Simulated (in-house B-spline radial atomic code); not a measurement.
# Neutral mercury: [Xe] 4f14 5d10 6s2

All numbers are computed (Dirac-Kohn-Sham BLYP, spherical fractional occupations; Fermi nucleus of rms radius 5.4648 fm) with a B-spline radial code for spherical atoms, not measured.

Screening seen three ways: the hydrogenic charge with the same mean radius, Z_r = [3n² - l(l+1)]/(2<r>), the one with the same energy, Z_e = n√(-2ε), and Slater's rules. Values are occupation-weighted means over j. An effective charge above Z reflects the relativistic contraction of the inner shells.

| shell | electrons | ε (eV) | <r> (bohr) | Z_r | Z_e | Slater |
| --- | --- | --- | --- | --- | --- | --- |
| 1s | 2 | -83004 | 0.01659 | 90.40 | 78.11 | 79.70 |
| 2s | 2 | -14700 | 0.06926 | 86.63 | 65.74 | 75.85 |
| 2p | 6 | -12810 | 0.0627 | 79.74 | 61.37 | 75.85 |
| 3s | 2 | -3487.7 | 0.1801 | 74.95 | 48.03 | 68.75 |
| 3p | 6 | -2932.8 | 0.181 | 69.05 | 44.05 | 68.75 |
| 3d | 10 | -2288.9 | 0.165 | 63.63 | 38.91 | 58.85 |
| 4s | 2 | -766.4 | 0.3992 | 60.12 | 30.02 | 52.25 |
| 4p | 6 | -582.12 | 0.4239 | 54.25 | 26.16 | 52.25 |
| 4d | 10 | -347.64 | 0.4492 | 46.75 | 20.22 | 40.85 |
| 5s | 2 | -117.74 | 0.902 | 41.57 | 14.71 | 22.35 |
| 4f | 14 | -95.415 | 0.4832 | 37.25 | 10.59 | 29.45 |
| 5p | 6 | -67.576 | 1.036 | 35.21 | 11.14 | 22.35 |
| 5d | 10 | -9.7436 | 1.505 | 22.92 | 4.23 | 8.85 |
| 6s | 2 | -6.795 | 2.71 | 19.92 | 4.24 | 4.35 |

The least bound orbital is 6s1/2 at -6.795 eV, and it is also the most diffuse (<r> = 2.71 bohr).

Spin-orbit splittings of the orbital energies (j = l + 1/2 above j = l - 1/2 when positive): 2p 1948 eV, 3p 431.5 eV, 3d 92.47 eV, 4p 104.2 eV, 4d 19.43 eV, 4f 4.193 eV, 5p 18.33 eV, 5d 1.836 eV.

For the 1s electron the small component carries 9.25 % of the norm, the zero-frequency Breit interaction raises the level by 316.1 eV, self-energy by 203.2 eV, and vacuum polarisation lowers it by 42.07 eV.
